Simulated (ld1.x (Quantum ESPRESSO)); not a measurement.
**Varying the PAW potential for lead (Pb)**

Base potential:

ld1.x (Quantum ESPRESSO) 7.5 input, shortened:

```
&input
   title='Pb', zed=82., rel=1, dft='PBE', iswitch=3,
   config='[Xe] 4f14 5d10 6s2 6p2'
 /
 &inputp
   pseudotype=3, lpaw=.true., tm=.true., lloc=-1, rcloc=1.55,
   nlcc=.true., new_core_ps=.true.,
   which_augfun='BESSEL', rmatch_augfun=1.05
 /
6
6S  1  0   2.00   0.00  2.20  2.35  0.0
6S  1  0   0.00   0.35  2.20  2.35  0.0
6P  2  1   2.00   0.00  2.40  2.50  0.0
6P  2  1   0.00   0.15  2.40  2.50  0.0
5D  3  2  10.00   0.00  1.25  1.65  0.0
5D  3  2   0.00   0.75  1.25  1.65  0.0
 &test
   configts(1)='5d10 6s2 6p2'
 /
```

Cutoffs, loose and tight: the cutoffs (Ry, on a coarse ladder) from which the occupation-weighted sum of valence levels, in a spherical-Bessel basis at the reference potential, stays within 10 and 1 mRy of its value at 400 Ry. They do not see the model core or the augmentation charge, which bear on the density cutoff. Test errors are all-electron minus pseudo excitation energies from the reference, over the configurations 5d10 6s2 6p1; 5d10 6s2 6p0; 5d10 6s1 6p0; 5d10 6s1 6p3; 5d10 6s2 6p2.3; 5d10 6s1 6p2; 5d10 6s0 6p4. A dash means not determined; rows that change the core or the reference have their own tests. The largest error is taken over the tests solved by every variant that gives reliable tests at all: 5d10 6s1 6p0; 5d10 6s1 6p2; 5d10 6s1 6p3; 5d10 6s2 6p0; 5d10 6s2 6p1; 5d10 6s2 6p2.3.

A true bound ghost makes a file unfit for plane-wave use even where its test errors are small: the radial tests pick states by their node count and pass the ghost by. Where a test does run into it, the solver fails or the error is huge.

Cutoffs are not given where the Bessel-basis levels miss the radial ones by over 6 mRy, ghosts where they miss by over 20 mRy; a channel whose overlap is not positive is not tested.

The default core radius of the base comes out at 0.89 bohr.

A file whose overlap is not positive is unfit for use, and its test errors describe a broken file.

| change | outcome | cutoff, loose | cutoff, tight | bound ghosts | largest test error (meV) |
| --- | --- | --- | --- | --- | --- |
| base | generated | 45 Ry | 70 Ry | s, p | +233 |
| waves 6p (bound): rcut 2.40, rcutus 3.52 bohr; 6p channel at 0.15 Ry: rcut 2.40, rcutus 3.52 bohr | generated | 45 Ry | 70 Ry | s, p | +663 |
| local potential all-electron potential smoothed inside 1.60 bohr (lloc = -1) | generated | 45 Ry | 70 Ry | s | +64 |
| wave 6s channel at 0.35 Ry: rcut 2.20, rcutus 2.35 bohr becomes 6s channel at -0.64 Ry: rcut 2.20, rcutus 2.35 bohr | generated | 45 Ry | 70 Ry | s, p | +234 |
| waves 5d (bound): rcut 1.16, rcutus 1.24 bohr; 5d channel at 0.75 Ry: rcut 1.16, rcutus 1.24 bohr | failed: new_paw_hamiltonian: negative rho | – | – | – | – |
| local potential all-electron potential smoothed inside 2.34 bohr (lloc = -1) | generated | 45 Ry | 80 Ry | none | -8.0 |
| all radii but the core radius scaled by about 1.38 (s 3.26, p 3.46, d 2.28 bohr, rcut 3.04/3.32/1.72); local potential all-electron potential smoothed inside 2.14 bohr (lloc = -1); augmentation BESSEL, radius 1.46 bohr | generated, overlap not positive | – | – | not determined (overlap not positive) | -21 |
| core [Xe] 4f14 5d10, valence charge 4; reference 6s2 6p2; waves now 6s (bound): rcut 1.55, rcutus 1.65 bohr; 6s channel at 0.35 Ry: rcut 1.55, rcutus 1.65 bohr; 6p (bound): rcut 2.25, rcutus 3.05 bohr; 6p channel at 0.15 Ry: rcut 2.25, rcutus 3.05 bohr; local potential all-electron potential smoothed inside 1.65 bohr (lloc = -1); core correction a·sin(br)/r model core, default radius (core density twice the valence density); augmentation BESSEL, radius 1.55 bohr | failed: new_paw_hamiltonian: negative rho | – | – | – | – |
| core correction a·sin(br)/r model core, default radius (ld1.x builds one for every PAW set, though the input has nlcc=.false.) | generated | 45 Ry | 70 Ry | s, p | +226 |
| augmentation GAUSS, radius 1.25 bohr | generated | 45 Ry | 70 Ry | s, p | +208 |

Problem. What comes out with this change to the base: waves 6s (bound): rcut 1.82, rcutus 1.92 bohr; 6s channel at 0.35 Ry: rcut 1.82, rcutus 1.92 bohr?

Solution. outcome: generated; cutoff, loose: 45 Ry; cutoff, tight: 80 Ry; bound ghosts: s, p; largest test error (meV): +84.
